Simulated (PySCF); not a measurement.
C₆H₉O₂P.
Numbering: `[CH:1]#[C:2][P:3]1(=[O:4])[CH2:5][CH2:6][O:7][CH2:8][CH2:9]1`

Cartesian coordinates in Å at the PBE0-D3(BJ)/def2-SVP level; atoms count from 1:
```xyz
18
C6H9O2P angstrom
C      2.7492   -0.3456    1.1335
C      1.9209   -0.2758    0.2481
P      0.7598   -0.1912   -1.1024
O      1.3658   -0.3741   -2.4524
C     -0.0998    1.3833   -0.7981
C     -0.8972    1.3664    0.5059
O     -1.8253    0.3181    0.5587
C     -1.2500   -0.9550    0.6663
C     -0.5224   -1.3840   -0.6079
H      3.4875   -0.4091    1.9138
H      0.6393    2.1992   -0.8116
H     -0.7711    1.5229   -1.6617
H     -1.4725    2.2991    0.6025
H     -0.2031    1.3138    1.3693
H     -2.0727   -1.6541    0.8779
H     -0.5521   -0.9938    1.5272
H     -1.2229   -1.4299   -1.4581
H     -0.0614   -2.3778   -0.4979
```

Definitions: NICS(0) = −σiso at the ring centroid; NICS(1) = −σiso and NICS(1)zz = −σzz at ±1 Å along the ring normal z. Level: GIAO B3LYP/pcSseg-1 (PySCF, non-relativistic, gas phase) on the PBE0-D3(BJ)/def2-SVP geometry, one conformer.

Ring bond lengths (Å): P3–C5 1.819, C5–C6 1.529, C6–O7 1.401, O7–C8 1.401, C8–C9 1.529, C9–P3 1.820.

Q: What do the NICS probes read (ppm)?

A: 
| ring | type | NICS(0) | NICS(1), two faces | NICS(1)zz, two faces | rms pucker (Å) | centre to ring atoms, mean (Å) |
| --- | --- | --- | --- | --- | --- | --- |
| P3–C5–C6–O7–C8–C9 | 6-membered ring with O and P; formal bonds all single | -3.4 | -2.1 / -3.1 | 1.8 / -0.4 | 0.23 | 1.52 |

Q: What do they say, and how far can they be read as aromaticity?

A: 
- P3–C5–C6–O7–C8–C9: mean NICS(1)zz 0.7 ppm, near zero. P3, C5, C6, C8, C9 have four or more neighbours, and the NICS criterion for π rings isn't applied.

Q: Give the inner angles of the rings.

A: 
- P3–C5–C6–O7–C8–C9: P3 100.9°, C5 112.3°, C6 112.7°, O7 114.2°, C8 112.7°, C9 112.2°; sum 665.1° against 720° for a flat convex ring.

Q: How do the values depend on the level or the medium?

A: 
```
                            level  NICS(0), P3–C5–C6–O7–C8–C9  mean NICS(1)zz, P3–C5–C6–O7–C8–C9
              B3LYP/pcSseg-1, gas                        -3.4                                0.7
               PBE0/pcSseg-1, gas                        -3.6                                0.6
PBE0/pcSseg-1, IEF-PCM chloroform                        -3.7                                0.6
```

The geometry is the same throughout; the continuum's cavity takes Bondi-type radii × 1.2.

Hardware: an AMD EPYC 7R43 with one thread, on a shared host. Cost: 29 s of wall time, 0.97 GiB resident at most. This is the whole shielding run at B3LYP/pcSseg-1, SCF included.
